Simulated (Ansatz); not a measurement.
Molecule: CuH (charge 0, triplet). This is an excited triplet: at this geometry the singlet lies 2.53 eV lower at CCSD(T)/CBS(def2-TZVPPD,def2-QZVPPD). 
Structure (B3LYP-D3(BJ)/def2-TZVP (Ansatz, a first-principles code) minimum search):
```xyz
2

Cu     0.0000     0.0000    -0.0533
H      0.0000     0.0000     1.5463
```
Charge 0, spin multiplicity 3.

Total electronic energies in hartree. Correlated levels leave the core frozen unless marked. Open shells are spin-unrestricted. Spin-orbit coupling is left out. The frozen core is the preceding noble-gas configuration, with the filled d and f shells of earlier blocks. No relativistic terms. Basis-set limits of correlation are two-point, X^-3; Hartree-Fock from the larger set. The bracket is a focal-point correction in the basis named. The program attaches cautions to a run behind CCSD/STO-3G: other roots. The program attaches cautions to a run behind CCSD(T)/STO-3G: other roots.

The T1 diagnostic of CCSD in the largest basis is 0.086, which is high, so the coupled-cluster rows are less sure than usual.

```csv
level,program,energy (Eh)
HF/def2-QZVPPD,Ansatz,-1639.50309
BLYP-D3(BJ)/def2-TZVPD,Ansatz + dftd3,-1641.10139
BLYP-D4/def2-TZVPD,Ansatz + dftd4,-1641.10148
r2SCAN-D3(BJ)/def2-TZVPD,Ansatz + dftd3,-1640.99030
BHLYP/def2-TZVPD,Ansatz,…
r2SCANh/def2-TZVPD,Ansatz,-1640.96889
r2SCAN0-D4/def2-TZVPD,Ansatz + dftd4,-1640.93879
MP2/6-31G,Ansatz,-1639.34712
MP2/def2-SVP,Ansatz,-1639.43662
MP2/def2-SVPD,Ansatz,-1639.44750
"RI-MP2/CBS(def2-TZVPP,def2-QZVPP)",Ansatz,-1639.9505
SCS-MP2/def2-SVPD,Ansatz,-1639.42428
SCS-MP2/def2-QZVPP,Ansatz,-1639.88698
CCSD/STO-3G,Ansatz,-1621.07914
CCSD/def2-SVPD,Ansatz,-1639.46040
"CCSD/CBS(def2-TZVPP,def2-QZVPP)",Ansatz,-1639.9398
CCSD(T)/STO-3G,Ansatz,-1621.07929
CCSD(T)/6-31G,Ansatz,-1639.34734
CCSD(T)/6-31G*,Ansatz,-1639.39003
CCSD(T)/def2-SVPD,Ansatz,-1639.46817
"RI-MP2/CBS(def2-TZVPPD,def2-QZVPPD)+[CCSD(T)-MP2]/def2-TZVPPD",Ansatz,-1639.9538
"CCSD(T)/CBS(def2-TZVPP,def2-QZVPP)",Ansatz,-1639.9555
"CCSD(T)/CBS(def2-TZVPPD,def2-QZVPPD)",Ansatz,-1639.9550
```

Q: Complete the blanks.

A: 
- BHLYP/def2-TZVPD, energy (Eh): -1640.94541
